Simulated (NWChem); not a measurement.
System: CdHSBr; SMILES [SH][Cd][Br]

Input file for NWChem:

```
start job
memory heap 200 mb stack 900 mb global 1100 mb
geometry units angstroms noautosym nocenter noautoz
  Cd     0.352400     0.440431    -0.001799
  Br    -0.259880    -1.895616     0.000893
  S      0.965622     2.699807    -0.003704
  H     -0.317453     3.127139    -0.017238
end
basis spherical
  * library def2-svpd
end
ecp
  Cd library def2-ecp
end
dft
  xc pbe0
  iterations 150
end
property
  response 1 0.0428
end
task dft property
```

The geometry was optimised at PBE0/def2-SVP. def2 effective core potentials on Cd; no spin-orbit coupling.

Field at 1065 nm.

Q: Give the results of this calculation. (PBE0/def2-SVPD with def2 effective core potentials on Cd.) Quantities: isotropic polarisability (bohr³); anisotropy (bohr³).

A: isotropic polarisability (bohr³): 78.2
anisotropy (bohr³): 57.1
